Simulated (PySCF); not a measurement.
Molecule: SMILES C[SiH2]CC[SiH3], C₃H₁₂Si₂.

Bonds (- single, = double, # triple, : aromatic): C1-Si2, Si2-C3, C3-C4, C4-Si5. C1 carries H6, H7, H8; Si2 carries H9, H10; C3 carries H11, H12; C4 carries H13, H14; Si5 carries H15, H16, H17.

Frames of a GFN2-xTB Langevin trajectory at 400 K; GIAO PBE0/pcSseg-1 shieldings in PySCF 2.14, gas phase, non-relativistic; equivalent atoms averaged within each frame.

Scale: $^{13}$C (σ = 186.93 ppm), $^{29}$Si (σ = 349.16 ppm), $^{1}$H (σ = 31.72 ppm) vs TMS (reference shieldings calculated alike). The references are static minima.

How do the shifts (ppm) fluctuate along the trajectory?

## Answers


```tsv
time (fs)	C3	C1	C4	Si2	Si5	H9/H10	H15/H16/H17	H6/H7/H8	H11/H12	H13/H14
250	11.1	0.0	-1.8	-14.8	-70.5	5.59	3.69	0.90	0.84	0.42
425	23.3	2.5	7.7	-26.6	-59.9	5.01	3.88	1.61	1.46	1.33
625	13.8	-5.1	5.0	-44.6	-77.3	3.68	2.85	0.43	1.62	1.58
800	9.5	-8.3	-3.3	-45.9	-55.6	3.74	4.66	0.75	0.40	-1.05
1000	14.0	-2.6	10.8	-35.2	-54.8	4.29	5.58	0.74	1.23	1.50
mean of frames	14.3	-2.7	3.7	-33.4	-63.6	4.47	4.13	0.88	1.11	0.76
standard deviation	5.3	4.2	6.1	13.0	9.9	0.83	1.03	0.44	0.50	1.11
```

5 frames give an uncertainty of the mean of about the standard deviation over 2.2 at best, since frames this close in time may not be independent; classical motion lacks zero-point vibration, and the reference would need the same averaging.
